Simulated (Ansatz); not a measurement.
Ansatz results at the PBE0-D4/def2-TZVP geometry: HOMO–LUMO gap (B3LYP/def2-TZVPP) 6.14 eV; size of the dipole moment (ωB97M-V/def2-TZVPP) 1.45 D; LUMO energy (PBE/def2-TZVPP) -1.40 eV.

Each molecule was computed in one conformer, which needn't be the lowest.

(1) Which molecule gave them?
A. `C#C[Si](F)(C#C)C#C`
B. `[SeH][SiH]([SeH])[SeH]`
C. `CC[SiH](O)O`
D. `CO[SiH2]SC`

Results:

(1) B. The others give `CO[SiH2]SC`: 6.98, 1.17, -0.52; `C#C[Si](F)(C#C)C#C`: 6.53, 2.06, -2.31; `CC[SiH](O)O`: 8.31, 0.94, -0.13.

B3LYP here is the variant with VWN-RPA as its local correlation; programs differ in this.
